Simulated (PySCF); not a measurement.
H2FInSe2, singlet, at a GFN2-xTB geometry (such geometries of metal compounds can be far from the true shape) (all electrons, no relativity), with bond 4-3 at 1.8 times its length; CASSCF(10,9)/STO-3G in PySCF.

Here is a job for PySCF.
```python
from pyscf import gto, scf, mcscf
import numpy

mol = gto.Mole()
mol.atom = '''
    In    0.29507477   -0.24758824    0.05059120
    F     1.75783660   -1.50103225    0.57315057
    Se   -0.86712853    0.50425084    2.17807054
    H     0.77521849   -0.97603476    3.52485482
    Se    0.00756771    0.22668571   -2.42655755
    H    -1.09941170    1.10740133   -2.11504959
'''
mol.basis = 'sto-3g'
mol.verbose = 4
mol.build()

mf = scf.RHF(mol)
mf.kernel()
mc = mcscf.CASSCF(mf, 9, 10)
mc.fix_spin_(ss=0.0)
mc.kernel()
occ = numpy.linalg.eigvalsh(mc.fcisolver.make_rdm1(mc.ci, mc.ncas, mc.nelecas))[::-1]
ss = mc.fcisolver.spin_square(mc.ci, mc.ncas, mc.nelecas)[0]
print('natural occupations', occ.round(4), ' <S^2>', round(ss, 4))
```

It wrote (shortened):

```
PySCF version 2.14.0

[INPUT] verbose = 4
[INPUT] num. atoms = 6
[INPUT] num. electrons = 128
[INPUT] charge = 0
[INPUT] spin (= nelec alpha-beta = 2S) = 0
[INPUT] symmetry False subgroup None
[INPUT] Mole.unit = angstrom
[INPUT] Symbol           X                Y                Z      unit          X                Y                Z       unit  Magmom
[...]
nuclear repulsion = 1072.89576207458
number of shells = 32
number of NR pGTOs = 210
number of NR cGTOs = 70
basis = sto-3g
ecp = {}

******** <class 'pyscf.scf.hf.RHF'> ********
method = RHF
initial guess = minao
damping factor = 0
level_shift factor = 0
DIIS = <class 'pyscf.scf.diis.CDIIS'>
diis_start_cycle = 1
diis_space = 8
diis_damp = 0
SCF conv_tol = 1e-09
SCF conv_tol_grad = None
SCF max_cycles = 50
direct_scf = True
direct_scf_tol = 1e-13
Set gradient conv threshold to 3.16228e-05
Initial guess from minao.
init E= -10506.1184352606
[...]
cycle= 1 E= -10528.7787395329  delta_E= -22.7  |g|= 0.519  |ddm|= 3.08
[...]
cycle= 2 E= -10528.9417435508  delta_E= -0.163  |g|= 0.396  |ddm|= 2.52
[...]
cycle= 3 E= -10529.0737400757  delta_E= -0.132  |g|= 0.0912  |ddm|= 1.26
[...]
cycle= 4 E= -10529.0806214362  delta_E= -0.00688  |g|= 0.0196  |ddm|= 0.24
[...]
cycle= 5 E= -10529.0810552519  delta_E= -0.000434  |g|= 0.00674  |ddm|= 0.067
[...]
cycle= 6 E= -10529.0811349401  delta_E= -7.97e-05  |g|= 0.00274  |ddm|= 0.0311
[...]
cycle= 7 E= -10529.0811528288  delta_E= -1.79e-05  |g|= 0.000671  |ddm|= 0.0193
[...]
cycle= 8 E= -10529.0811538135  delta_E= -9.85e-07  |g|= 0.000204  |ddm|= 0.00408
[...]
cycle= 9 E= -10529.0811539225  delta_E= -1.09e-07  |g|= 6.01e-05  |ddm|= 0.0015
[...]
cycle= 10 E= -10529.0811539303  delta_E= -7.83e-09  |g|= 1.02e-05  |ddm|= 0.00043
[...]
cycle= 11 E= -10529.0811539304  delta_E= -1.22e-10  |g|= 2.03e-06  |ddm|= 5.16e-05
[...]
Extra cycle  E= -10529.0811539304  delta_E= 2.91e-11  |g|= 9.74e-07  |ddm|= 5.52e-06
converged SCF energy = -10529.0811539304

******** <class 'pyscf.mcscf.mc1step.CASSCF'> ********
CAS (5e+5e, 9o), ncore = 59, nvir = 2
max_cycle_macro = 50
max_cycle_micro = 4
conv_tol = 1e-07
conv_tol_grad = None
orbital rotation max_stepsize = 0.02
orbital rotation threshold for CI restart = 0.01
augmented hessian ah_max_cycle = 30
augmented hessian ah_conv_tol = 1e-12
augmented hessian ah_linear dependence = 1e-14
augmented hessian ah_level shift = 1e-08
augmented hessian ah_start_tol = 2.5
augmented hessian ah_start_cycle = 3
augmented hessian ah_grad_trust_region = 3
kf_trust_region = 3
kf_interval = 4
ci_response_space = 4
ci_grad_trust_region = 3
with_dep4 0
natorb = False
canonicalization = True
sorting_mo_energy = False
ao2mo_level = 2
internal_rotation = False
******** <class 'pyscf.fci.addons.SpinPenaltyFCISolver'> ********
max. cycles = 50
conv_tol = 1e-08
davidson only = True
linear dependence = 1e-12
level shift = 0.001
max iter space = 12
nroots = 1
pspace_size = 400
spin = None
CASCI E = -10529.2073133700  S^2 = 0.0000000
Set conv_tol_grad to 0.000316228
macro iter   1 ( 21 JK    4 micro), CASSCF E = -10529.2181064540  dE = -1.07930841e-02  S^2 = 0.0000000
               |grad[o]|=0.0517  |grad[c]|=0.0242  |ddm|=0.0965  |maxRot[o]|=0.263
macro iter   2 ( 21 JK    4 micro), CASSCF E = -10529.2272683082  dE = -9.16185414e-03  S^2 = 0.0000000
               |grad[o]|=0.0355  |grad[c]|=0.0478  |ddm|=0.0715  |maxRot[o]|=0.313
macro iter   3 ( 21 JK    4 micro), CASSCF E = -10529.2341945105  dE = -6.92620229e-03  S^2 = 0.0000000
               |grad[o]|=0.024  |grad[c]|=0.0325  |ddm|=0.0603  |maxRot[o]|=0.298
macro iter   4 ( 21 JK    4 micro), CASSCF E = -10529.2364713192  dE = -2.27680876e-03  S^2 = 0.0000000
               |grad[o]|=0.0163  |grad[c]|=0.0232  |ddm|=0.0272  |maxRot[o]|=0.0797
macro iter   5 ( 21 JK    4 micro), CASSCF E = -10529.2378384017  dE = -1.36708250e-03  S^2 = 0.0000000
               |grad[o]|=0.0115  |grad[c]|=0.0212  |ddm|=0.0231  |maxRot[o]|=0.0746
macro iter   6 ( 17 JK    4 micro), CASSCF E = -10529.2403826570  dE = -2.54425527e-03  S^2 = 0.0000000
               |grad[o]|=0.00906  |grad[c]|=0.0244  |ddm|=0.0215  |maxRot[o]|=0.0968
macro iter   7 ( 17 JK    4 micro), CASSCF E = -10529.2422751336  dE = -1.89247660e-03  S^2 = 0.0000000
               |grad[o]|=0.00796  |grad[c]|=0.0144  |ddm|=0.0113  |maxRot[o]|=0.0767
macro iter   8 ( 21 JK    4 micro), CASSCF E = -10529.2429446206  dE = -6.69487037e-04  S^2 = 0.0000000
               |grad[o]|=0.00673  |grad[c]|=0.00752  |ddm|=0.00574  |maxRot[o]|=0.0446
macro iter   9 ( 21 JK    4 micro), CASSCF E = -10529.2434599755  dE = -5.15354845e-04  S^2 = 0.0000000
               |grad[o]|=0.00574  |grad[c]|=0.00578  |ddm|=0.00413  |maxRot[o]|=0.0411
macro iter  10 ( 21 JK    4 micro), CASSCF E = -10529.2438453201  dE = -3.85344591e-04  S^2 = 0.0000000
               |grad[o]|=0.00496  |grad[c]|=0.00465  |ddm|=0.00316  |maxRot[o]|=0.036
macro iter  11 ( 21 JK    4 micro), CASSCF E = -10529.2441221062  dE = -2.76786144e-04  S^2 = 0.0000000
               |grad[o]|=0.00433  |grad[c]|=0.00394  |ddm|=0.00264  |maxRot[o]|=0.0305
macro iter  12 ( 21 JK    4 micro), CASSCF E = -10529.2443143494  dE = -1.92243175e-04  S^2 = 0.0000000
               |grad[o]|=0.00381  |grad[c]|=0.00349  |ddm|=0.00243  |maxRot[o]|=0.0249
macro iter  13 ( 21 JK    4 micro), CASSCF E = -10529.2444448926  dE = -1.30543169e-04  S^2 = 0.0000000
               |grad[o]|=0.00341  |grad[c]|=0.00324  |ddm|=0.00241  |maxRot[o]|=0.0198
macro iter  14 ( 21 JK    4 micro), CASSCF E = -10529.2445326911  dE = -8.77984930e-05  S^2 = 0.0000000
               |grad[o]|=0.0031  |grad[c]|=0.00308  |ddm|=0.00249  |maxRot[o]|=0.0153
macro iter  15 ( 21 JK    4 micro), CASSCF E = -10529.2445918871  dE = -5.91960270e-05  S^2 = 0.0000000
               |grad[o]|=0.00288  |grad[c]|=0.00298  |ddm|=0.00255  |maxRot[o]|=0.0116
macro iter  16 ( 21 JK    4 micro), CASSCF E = -10529.2446322662  dE = -4.03791528e-05  S^2 = 0.0000000
[...]
macro iter  22 ( 21 JK    4 micro), CASSCF E = -10529.2447193177  dE = -6.11445103e-06  S^2 = 0.0000000
               |grad[o]|=0.00239  |grad[c]|=0.00279  |ddm|=0.00273  |maxRot[o]|=0.0029
macro iter  23 ( 21 JK    4 micro), CASSCF E = -10529.2447240573  dE = -4.73958244e-06  S^2 = 0.0000000
               |grad[o]|=0.00237  |grad[c]|=0.00278  |ddm|=0.00273  |maxRot[o]|=0.0024
macro iter  24 ( 21 JK    4 micro), CASSCF E = -10529.2447277742  dE = -3.71695751e-06  S^2 = 0.0000000
               |grad[o]|=0.00236  |grad[c]|=0.00278  |ddm|=0.00274  |maxRot[o]|=0.00199
macro iter  25 ( 21 JK    4 micro), CASSCF E = -10529.2447307198  dE = -2.94561141e-06  S^2 = 0.0000000
               |grad[o]|=0.00235  |grad[c]|=0.00277  |ddm|=0.00274  |maxRot[o]|=0.00165
macro iter  26 ( 21 JK    4 micro), CASSCF E = -10529.2447330737  dE = -2.35390326e-06  S^2 = 0.0000000
               |grad[o]|=0.00234  |grad[c]|=0.00277  |ddm|=0.00275  |maxRot[o]|=0.00137
macro iter  27 ( 21 JK    4 micro), CASSCF E = -10529.2447349692  dE = -1.89545426e-06  S^2 = 0.0000000
               |grad[o]|=0.00233  |grad[c]|=0.00277  |ddm|=0.00275  |maxRot[o]|=0.00114
macro iter  28 ( 21 JK    4 micro), CASSCF E = -10529.2447365041  dE = -1.53494693e-06  S^2 = 0.0000000
               |grad[o]|=0.00233  |grad[c]|=0.00277  |ddm|=0.00276  |maxRot[o]|=0.000953
macro iter  29 ( 21 JK    4 micro), CASSCF E = -10529.2447377541  dE = -1.24997678e-06  S^2 = 0.0000000
               |grad[o]|=0.00232  |grad[c]|=0.00277  |ddm|=0.00275  |maxRot[o]|=0.000795
macro iter  30 ( 21 JK    4 micro), CASSCF E = -10529.2447387759  dE = -1.02175909e-06  S^2 = 0.0000000
               |grad[o]|=0.00232  |grad[c]|=0.00277  |ddm|=0.00276  |maxRot[o]|=0.000663
macro iter  31 ( 21 JK    4 micro), CASSCF E = -10529.2447396146  dE = -8.38756023e-07  S^2 = 0.0000000
               |grad[o]|=0.00231  |grad[c]|=0.00277  |ddm|=0.00276  |maxRot[o]|=0.000554
macro iter  32 ( 21 JK    4 micro), CASSCF E = -10529.2447403047  dE = -6.90111847e-07  S^2 = 0.0000000
               |grad[o]|=0.00231  |grad[c]|=0.00277  |ddm|=0.00276  |maxRot[o]|=0.000462
macro iter  33 ( 21 JK    4 micro), CASSCF E = -10529.2447408745  dE = -5.69771146e-07  S^2 = 0.0000000
               |grad[o]|=0.00231  |grad[c]|=0.00276  |ddm|=0.00276  |maxRot[o]|=0.000386
macro iter  34 ( 21 JK    4 micro), CASSCF E = -10529.2447413455  dE = -4.71014573e-07  S^2 = 0.0000000
               |grad[o]|=0.00231  |grad[c]|=0.00276  |ddm|=0.00276  |maxRot[o]|=0.000323
macro iter  35 ( 21 JK    4 micro), CASSCF E = -10529.2447417361  dE = -3.90558853e-07  S^2 = 0.0000000
               |grad[o]|=0.00231  |grad[c]|=0.00276  |ddm|=0.00276  |maxRot[o]|=0.00027
macro iter  36 ( 21 JK    4 micro), CASSCF E = -10529.2447420601  dE = -3.23982022e-07  S^2 = 0.0000000
               |grad[o]|=0.00231  |grad[c]|=0.00276  |ddm|=0.00276  |maxRot[o]|=0.000226
macro iter  37 ( 11 JK    2 micro), CASSCF E = -10529.2447422721  dE = -2.12070518e-07  S^2 = 0.0000000
               |grad[o]|=0.00231  |grad[c]|=0.00271  |ddm|=0.00241  |maxRot[o]|=0.000145
macro iter  38 ( 11 JK    2 micro), CASSCF E = -10529.2447424570  dE = -1.84909368e-07  S^2 = 0.0000000
               |grad[o]|=0.0023  |grad[c]|=0.00271  |ddm|=0.00227  |maxRot[o]|=0.00013
macro iter  39 ( 11 JK    2 micro), CASSCF E = -10529.2447426154  dE = -1.58352123e-07  S^2 = 0.0000000
               |grad[o]|=0.0023  |grad[c]|=0.00271  |ddm|=0.00227  |maxRot[o]|=0.000111
macro iter  40 ( 11 JK    2 micro), CASSCF E = -10529.2447427489  dE = -1.33515641e-07  S^2 = 0.0000000
               |grad[o]|=0.0023  |grad[c]|=0.00271  |ddm|=0.00233  |maxRot[o]|=9.52e-05
macro iter  41 ( 11 JK    2 micro), CASSCF E = -10529.2447428658  dE = -1.16888259e-07  S^2 = 0.0000000
               |grad[o]|=0.0023  |grad[c]|=0.00271  |ddm|=0.00228  |maxRot[o]|=8.25e-05
macro iter  42 ( 11 JK    2 micro), CASSCF E = -10529.2447429621  dE = -9.63264029e-08  S^2 = 0.0000000
               |grad[o]|=0.0023  |grad[c]|=0.00271  |ddm|=0.00241  |maxRot[o]|=6.95e-05
macro iter  43 ( 21 JK    4 micro), CASSCF E = -10529.2449542300  dE = -2.11267863e-04  S^2 = 0.0000000
               |grad[o]|=0.0023  |grad[c]|=0.000932  |ddm|=0.00345  |maxRot[o]|=0.048
macro iter  44 ( 12 JK    3 micro), CASSCF E = -10529.2452900401  dE = -3.35810104e-04  S^2 = 0.0000000
               |grad[o]|=0.0022  |grad[c]|=0.000698  |ddm|=0.00407  |maxRot[o]|=0.0821
macro iter  45 ( 11 JK    3 micro), CASSCF E = -10529.2453720233  dE = -8.19831639e-05  S^2 = 0.0000000
               |grad[o]|=0.00199  |grad[c]|=0.000327  |ddm|=0.0018  |maxRot[o]|=0.0222
macro iter  46 ( 21 JK    4 micro), CASSCF E = -10529.2453709248  dE =  1.09847679e-06  S^2 = 0.0000000
               |grad[o]|=0.00191  |grad[c]|=0.00167  |ddm|=0.00182  |maxRot[o]|=0.00084
macro iter  47 ( 21 JK    4 micro), CASSCF E = -10529.2455182570  dE = -1.47332257e-04  S^2 = 0.0000000
               |grad[o]|=0.00192  |grad[c]|=0.000601  |ddm|=0.00221  |maxRot[o]|=0.0413
macro iter  48 ( 21 JK    4 micro), CASSCF E = -10529.2457689201  dE = -2.50663043e-04  S^2 = 0.0000000
               |grad[o]|=0.00176  |grad[c]|=0.000913  |ddm|=0.00226  |maxRot[o]|=0.0812
macro iter  49 ( 14 JK    3 micro), CASSCF E = -10529.2459403770  dE = -1.71456883e-04  S^2 = 0.0000000
               |grad[o]|=0.00143  |grad[c]|=0.00114  |ddm|=0.0018  |maxRot[o]|=0.072
macro iter  50 ( 20 JK    4 micro), CASSCF E = -10529.2459935279  dE = -5.31509613e-05  S^2 = 0.0000000
               |grad[o]|=0.00113  |grad[c]|=0.00245  |ddm|=0.0011  |maxRot[o]|=0.0317
1-step CASSCF not converged,  50 macro (955 JK 185 micro) steps
CASSCF canonicalization
Density matrix diagonal elements [1.92924895 1.97185551 1.97421522 1.99012043 1.51624831 0.49879577
 0.03510173 0.03939166 0.04502243]
CASSCF energy = -10529.2459935279
CASCI E = -10529.2459935279  E(CI) = -16.7628458931486  S^2 = 0.0000000
natural occupations [1.9912 1.9771 1.9758 1.9411 1.5026 0.4986 0.0606 0.0311 0.0218]  <S^2> 0.0
```

Convergence was not reached.
